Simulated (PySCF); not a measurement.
## Computed structure and properties of TmH3(NH3)

System: TmH3(NH3) (singlet in the valence; each metal's 4f electrons, 12 of them, lie in its core potential, out of spins and levels); start: template (C3v). Method: PySCF 2.14.0, RKS PBE0, Tm lcecp-1-SVP with ECP58, H def2-SVP, N def2-SVP; non-relativistic Hamiltonian with scalar-relativistic core potentials where named; density fitting; no spin-orbit coupling.

Input of the relaxation:

```python
mol = gto.M(atom='''
Tm     0.12554    -0.12554     0.12554
H      1.36684     1.11576     1.36684
H     -1.11576    -1.36684     1.36684
H      1.36684    -1.36684    -1.11576
N     -1.30056     1.30056    -1.30056
H     -1.91366     1.91366    -0.76346
H     -0.76346     1.91366    -1.91366
H     -1.91366     0.76346    -1.91366''',
    basis={'Tm': 'lcecp-1-SVP', 'H': 'def2-SVP', 'N': 'def2-SVP'},
    ecp={'Tm': 'lcecp-1-SVP'},
    charge=0, spin=0)
mf = dft.RKS(mol, xc='PBE0')
mf.grids.atom_grid = (50, 194)  # f atoms: unpruned, at least (60, 302)
mf = mf.density_fit()  # fitting sets: Tm AutoAux, H def2-universal-JKFIT, N def2-universal-JKFIT
mf.conv_tol = 1e-08; mf.max_cycle = 55
mf.kernel(dm0)  # dm0: converged density of the start geometry
# quasi-Newton relaxation in Cartesian coordinates to a largest gradient under 0.00045 Eh/bohr, steps kept in the point group
```

Run from Python with OMP_NUM_THREADS=2; the lines above give its settings. Where DIIS fails, smearing, a level shift and second-order steps follow.
It took 65 s on 2 threads of Intel(R) Xeon(R) Processor @ 2.50GHz (Skylake/Cascade Lake), with other jobs on the host, from the converged density of the start.

Course of the relaxation:

```csv
step,energy above end (eV),largest force component within the symmetry (eV/Å)
0,0.3895,0.997
1,0.1968,0.671
2,0.0361,0.085
3,0.0268,0.090
4,0.0063,0.057
5,0.0032,0.075
6,0.0014,0.072
7,0.0005,0.046
8,0.0001,0.022
9,0.0000,0.005
```

Relaxed geometry (C3v):

```xyz
8

Tm    0.2222   -0.2222    0.2222
H     1.1608    1.2781    1.1608
H    -1.2781   -1.1608    1.1608
H     1.1608   -1.1608   -1.2781
N    -1.1863    1.1863   -1.1863
H    -1.7957    1.7957   -0.6359
H    -0.6359    1.7957   -1.7957
H    -1.7957    0.6359   -1.7957
```

```csv
contact,Å
Tm1–H2 (H),2.003
Tm1–H3 (H),2.003
Tm1–H4 (H),2.003
Tm1–N5 (NH3),2.440
```

On the finer grid (75, 302):

```
HOMO                                                          : -6.29 eV
LUMO                                                          : -0.20 eV
Dipole about the centre of mass                               : 5.44 D
Set of Mulliken populations of Tm1 outside the core potential : s 2.71, p 6.66, d 1.12, f 0.02
D3(BJ) dispersion energy (not in the energies)                : -0.094 eV
```

| atom | Mulliken (e) | Löwdin (e) | spin (e) |
| --- | --- | --- | --- |
| Tm1 | 0.49 | 0.30 | 0.00 |
| H2 | -0.24 | -0.21 | 0.00 |
| H3 | -0.24 | -0.21 | 0.00 |
| H4 | -0.24 | -0.21 | 0.00 |
| N5 | -0.30 | -0.01 | 0.00 |
| H6 | 0.17 | 0.12 | 0.00 |
| H7 | 0.17 | 0.12 | 0.00 |
| H8 | 0.17 | 0.12 | 0.00 |

The 4f levels lie in the core potential and are missing. Their spin isn't counted.

On the grid (50, 194), as all that follows. Harmonic modes: a minimum within the noise of the softest modes; lowest 50 cm⁻¹ (negative: unstable), highest 3606 cm⁻¹, zero-point energy 1.399 eV.

Taking off one H (charge -1, singlet; the rest: singlet) in vacuum, both parts rigid, costs 9.10 eV; the small basis without counterpoise inflates it. Most of it is the attraction of opposite charges; other ways to part are cheaper, and one spin state was tried for the rest.

Rigid scan of H along the line from its metal:

| distance to H2 (Å) | energy (eV) |
| --- | --- |
| 1.70 | 0.479 |
| 1.80 | 0.190 |
| 1.90 | 0.043 |
| 2.00 | 0.000 |
| 2.10 | 0.033 |
| 2.20 | 0.121 |
| 2.40 | 0.400 |
| 2.70 | 0.933 |
| 3.10 | 1.669 |
| 3.60 | 2.487 |

Taking off one NH3 (charge 0, singlet; the rest: singlet) in vacuum, both parts rigid, costs 1.58 eV; the small basis without counterpoise inflates it.

Rigid scan of NH3 along the line from its metal:

```csv
distance to N5 (Å),energy (eV)
2.14,0.373
2.24,0.142
2.34,0.031
2.44,0.000
2.54,0.023
2.64,0.079
2.84,0.244
3.14,0.520
3.54,0.832
4.04,1.101
```

One start shape was tried, so this needn't be the lowest isomer.

An lcecp potential fixes the number of 4f electrons, so in runs with it no electron can move into or out of that shell.
